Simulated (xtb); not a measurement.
C2H6N (SMILES C[N-]C), charge -1, singlet, from a rough starting geometry; GFN2-xTB (xtb).

xtb was given this input:
```
$ xtb mol.xyz --gfn 2 --chrg -1 --opt vtight --json

# file mol.xyz
9

C      0.04651486    -0.00316741     1.18440510
N     -0.00840003     0.92195333     0.03078927
C      0.00032118     0.07884218    -1.17731865
H      0.88266502    -0.65947995     1.25563204
H      0.11196862     0.71647297     2.07179260
H     -0.87775339    -0.48481229     1.20912839
H      0.82615347    -0.68369773    -1.28047494
H      0.11652470     0.65936285    -2.05472788
H     -0.93202344    -0.50330667    -1.27121842
```

It wrote (shortened):

```
   ID    Z sym.   atoms
    1    6 C      1, 3
    2    7 N      2
    3    1 H      4-9

           -------------------------------------------------
          |                Calculation Setup                |
           -------------------------------------------------

           -------------------------------------------------
          |                 G F N 2 - x T B                 |
           -------------------------------------------------

          ...................................................
          :                      SETUP                      :
          :.................................................:
          :  # basis functions                  18          :
          :  # atomic orbitals                  18          :
          :  # shells                           12          :
          :  # electrons                        20          :
          :  max. iterations                   250          :
          :  Hamiltonian                  GFN2-xTB          :
          :  restarted?                      false          :
          :  GBSA solvation                  false          :
          :  PC potential                    false          :
          :  electronic temp.          300.0000000     K    :
          :  accuracy                    1.0000000          :
          :  -> integral cutoff          0.2500000E+02      :
          :  -> integral neglect         0.1000000E-07      :
          :  -> SCF convergence          0.1000000E-05 Eh   :
          :  -> wf. convergence          0.1000000E-03 e    :
          :  Broyden damping             0.4000000          :
          :  net charge                         -1          :
          :  unpaired electrons                  0          :
          ...................................................

 iter      E             dE          RMSdq      gap      omega  full diag
   1    -10.4067293 -0.104067E+02  0.406E+00   10.32       0.0  T
   2    -10.4728821 -0.661529E-01  0.170E+00    8.77       1.0  T
   3    -10.4740820 -0.119985E-02  0.926E-01    8.87       1.0  T
   4    -10.4741991 -0.117084E-03  0.676E-02    8.68       1.0  T
   5    -10.4742046 -0.548612E-05  0.292E-02    8.67       1.1  T
   6    -10.4742049 -0.344244E-06  0.998E-03    8.67       3.3  T
   7    -10.4742056 -0.663383E-06  0.125E-03    8.67      26.6  T
   8    -10.4742056  0.718661E-10  0.561E-04    8.67      59.5  T
   9    -10.4742056 -0.113039E-08  0.715E-05    8.67     466.3  T

[...]
         :: total energy             -10.350396395289 Eh    ::
 * total energy  :   -10.3503964 Eh     change       -0.1110934E-10 Eh
 * total energy  :   -10.3632435 Eh     change       -0.1284709E-01 Eh
 * total energy  :   -10.3679016 Eh     change       -0.4658093E-02 Eh
 * total energy  :   -10.3685040 Eh     change       -0.6024639E-03 Eh
 * total energy  :   -10.3686174 Eh     change       -0.1133665E-03 Eh
 * total energy  :   -10.3686363 Eh     change       -0.1884703E-04 Eh
 * total energy  :   -10.3686465 Eh     change       -0.1023479E-04 Eh
 * total energy  :   -10.3686485 Eh     change       -0.2022790E-05 Eh
 * total energy  :   -10.3686488 Eh     change       -0.2887411E-06 Eh
 * total energy  :   -10.3686488 Eh     change       -0.3681375E-07 Eh
   *** GEOMETRY OPTIMIZATION CONVERGED AFTER 10 ITERATIONS ***
         :: total energy             -10.368648840186 Eh    ::
[...]
     3   6 C        3.719     0.093    19.151     6.251
     4   1 H        0.912    -0.116     6.155     3.881
     5   1 H        0.923    -0.060     4.341     3.258
     6   1 H        0.912    -0.116     6.151     3.879
     7   1 H        0.912    -0.116     6.152     3.880
     8   1 H        0.923    -0.060     4.341     3.258
     9   1 H        0.912    -0.116     6.153     3.880

 Mol. C6AA /au·bohr⁶  :        838.127261
 Mol. C8AA /au·bohr⁸  :      15568.329480
 Mol. α(0) /au        :         43.656140

Wiberg/Mayer (AO) data.
largest (>0.10) Wiberg bond orders for each atom

 ---------------------------------------------------------------------------
     #   Z sym  total        # sym  WBO       # sym  WBO       # sym  WBO
 ---------------------------------------------------------------------------
     1   6 C    3.979 --     2 N    1.121     5 H    0.978     6 H    0.928
                             4 H    0.928
     2   7 N    2.444 --     1 C    1.121     3 C    1.121
     3   6 C    3.979 --     2 N    1.121     8 H    0.978     7 H    0.928
                             9 H    0.928
     4   1 H    0.987 --     1 C    0.928
     5   1 H    0.996 --     1 C    0.978
     6   1 H    0.987 --     1 C    0.928
     7   1 H    0.987 --     3 C    0.928
     8   1 H    0.996 --     3 C    0.978
     9   1 H    0.987 --     3 C    0.928
 ---------------------------------------------------------------------------

Topologies differ in total number of bonds
Writing topology from bond orders to xtbtopo.mol

molecular dipole:
                 x           y           z       tot (Debye)
 q only:       -0.085      -0.603       0.007
   full:       -0.136      -1.201       0.007       3.073
molecular quadrupole (traceless):
                xx          xy          yy          xz          yz          zz
 q only:        1.677      -0.185      -0.133      -0.026       0.009      -1.545
  q+dip:        2.083      -0.396      -1.844      -0.019       0.014      -0.239
   full:        1.825      -0.384      -1.963      -0.014       0.014       0.139

optimized geometry written to: xtbopt.xyz

           -------------------------------------------------
          | TOTAL ENERGY              -10.368648840186 Eh   |
          | GRADIENT NORM               0.000067070624 Eh/α |
          | HOMO-LUMO GAP               9.535034623055 eV   |
           -------------------------------------------------

normal termination of xtb
```
